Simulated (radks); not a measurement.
Values are calculated unless marked as measured or tabulated.
Task: Mean orbital radii <r> (bohr) of neutral rhodium, [Kr] 4d8 5s1, of relativity; Dirac values are averaged over j with weights 2j + 1. Spin-unpolarised spherical Kohn-Sham, PBE, point nucleus unless stated (finite: rms radius 4.4945 fm), a radial shooting solver on a logarithmic mesh with Libxc functionals. A level marked "c x" has the speed of light scaled by that factor and shares open shells by 2j + 1; other Dirac levels either fill j = l - 1/2 first or share by 2j + 1.

| shell | non-rel. |
|---|---|
| 1s | 0.03385 |
| 2s | 0.1473 |
| 2p | 0.1260 |
| 3s | 0.4030 |
| 3p | 0.3959 |
| 3d | 0.3700 |
| 4s | 1.010 |
| 4p | 1.095 |
| 4d | 1.570 |
| 5s | 3.463 |

Give the values at the level "Dirac, c x 5".

Result: 
shell  Dirac, c x 5  change of magnitude (%)
1s          0.03380                    -0.14
2s           0.1470                    -0.15
2p           0.1259                    -0.08
3s           0.4025                    -0.12
3p           0.3957                    -0.06
3d           0.3700                    0.00
4s            1.009                    -0.12
4p            1.094                    -0.05
4d            1.571                    +0.05
5s            3.457                    -0.18
